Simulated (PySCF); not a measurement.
From one molecule to another.

First species: C7H9F.
SMILES: `C=CC(=C)/C=C/CF`

Second species: C₇H₉F.
Atom-mapped SMILES: `[CH2:1]=[CH:2][CH2:3][C:4]1([CH2:5][F:6])[CH:7]=[CH:8]1` (hydrogens: H9, H10 on C1; H11 on C2; H12, H13 on C3; H14, H15 on C5; H16 on C7; H17 on C8)

Geometry (GFN2-xTB, Å), atoms numbered from 1 in this order:
```xyz
17
C7H9F angstrom
C      2.5923    0.0274   -0.3898
C      1.5033   -0.6458   -0.0701
C      0.5352   -0.2240    0.9909
C     -0.8013    0.1929    0.3774
C     -1.7211   -0.9642    0.0466
F     -2.1788   -1.5689    1.2007
C     -0.8827    1.4416   -0.4529
C     -1.4021    1.5235    0.7361
H      2.8678    0.9335    0.1252
H      3.2585   -0.2975   -1.1709
H      1.2500   -1.5527   -0.6036
H      0.9490    0.6161    1.5515
H      0.3597   -1.0505    1.6846
H     -1.2073   -1.7465   -0.5223
H     -2.6076   -0.6257   -0.4995
H     -0.6258    1.8788   -1.3851
H     -1.8962    2.0740    1.4973
```

Levels: PBE0/def2-SVPD for dipole moment, HOMO energy, LUMO energy, HOMO–LUMO gap, static isotropic polarisability and electronic spatial extent ⟨r²⟩ about the centre of nuclear charge; TDDFT PBE0/def2-SVPD for lowest singlet excitation; TDA PBE0/def2-SVPD for lowest triplet excitation (Tamm–Dancoff); GFN2-xTB for rotational constant A and rotational constant C. Geometries: GFN2-xTB. Each species is one conformer at its optimised geometry, gas phase, non-relativistic unless stated. Electronic properties by PySCF.

The conformers computed, where there is a choice (atom-mapped SMILES and torsion angles):
- `[CH2:1]=[CH:2][C:3](=[CH2:4])/[CH:5]=[CH:6]/[CH2:7][F:8]`: C1–C2–C3–C4 150°, C2–C3–C5–C6 -30°, C5–C6–C7–F8 -3°
- `[CH2:1]=[CH:2][CH2:3][C:4]1([CH2:5][F:6])[CH:7]=[CH:8]1`: C1–C2–C3–C4 112°, C2–C3–C4–C5 82°, C3–C4–C5–F6 69°

Values for the first species:

| Item | Value |
| --- | --- |
| Dipole moment | 1.72 D |
| HOMO energy | -6.51 eV |
| LUMO energy | -1.02 eV |
| HOMO–LUMO gap | 5.49 eV |
| Lowest singlet excitation | 5.13 eV |
| Lowest triplet excitation (Tamm–Dancoff) | 2.97 eV |
| Static isotropic polarisability | 90.3 au |
| Electronic spatial extent ⟨r²⟩ about the centre of nuclear charge | 1260 bohr² |
| Rotational constant A | 3.581 GHz |
| Rotational constant C | 0.892 GHz |

**Question.** Estimate the same properties for the second species, and the change in each.

**Answer.** 
```csv
property,first,second,second less first
dipole moment,1.72 D,1.90 D,+0.18 D
HOMO energy,-6.51 eV,-7.23 eV,-0.72 eV
LUMO energy,-1.02 eV,-0.41 eV,+0.61 eV
HOMO–LUMO gap,5.49 eV,6.82 eV,+1.33 eV
lowest singlet excitation,5.13 eV,5.81 eV,+0.68 eV
lowest triplet excitation (Tamm–Dancoff),2.97 eV,4.04 eV,+1.07 eV
static isotropic polarisability,90.3 au,80.1 au,-10.2 au
electronic spatial extent ⟨r²⟩ about the centre of nuclear charge,1260 bohr²,1066 bohr²,-194 bohr²
rotational constant A,3.581 GHz,3.067 GHz,-0.514 GHz
rotational constant C,0.892 GHz,1.137 GHz,+0.245 GHz
```

On the first: S1 lies 0.36 eV below the HOMO–LUMO gap; its leading configuration is HOMO→LUMO, weight 0.57, beside HOMO→LUMO+1, weight 0.34. The dipole equals about 5.7 × 10⁻³⁰ C·m (1 D = 3.33564 × 10⁻³⁰ C·m).

On the second: In wavenumbers S1 is 46800 cm⁻¹ (1 eV = 8065.54 cm⁻¹). The principal polarisabilities are 69.3, 78.0 and 93.1 au; their mean is the isotropic value.
